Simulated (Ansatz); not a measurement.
Molecule: MgCl$_{2}$ (charge -1, doublet). 
Structure (B3LYP-D3(BJ)/def2-TZVP (Ansatz, a program for electronic structure) minimum search):
```xyz
3

Mg    -0.2093     0.8487    -0.0105
Cl     1.5056     0.0369    -1.3505
Cl    -1.3579    -0.6360     1.3579
```
Charge -1, spin multiplicity 2.

Basis-set convergence of Hartree-Fock and MP2 correlation energies (hartree) with Ansatz. Correlated levels leave the core frozen unless marked. Open shells are spin-unrestricted. Spin-orbit coupling is left out. No relativistic terms.

```json
[
 {"basis": "def2-SVPD", "functions": "75", "E(HF)": "-1118.46401", "E(corr, MP2)": "-0.31827"},
 {"basis": "def2-TZVPPD", "functions": "137", "E(HF)": "?", "E(corr, MP2)": "?"}
]
```

Task: Fill in the missing entries.

Result: 
- def2-TZVPPD, E(HF): -1118.83128
- def2-TZVPPD, E(corr, MP2): -0.41463
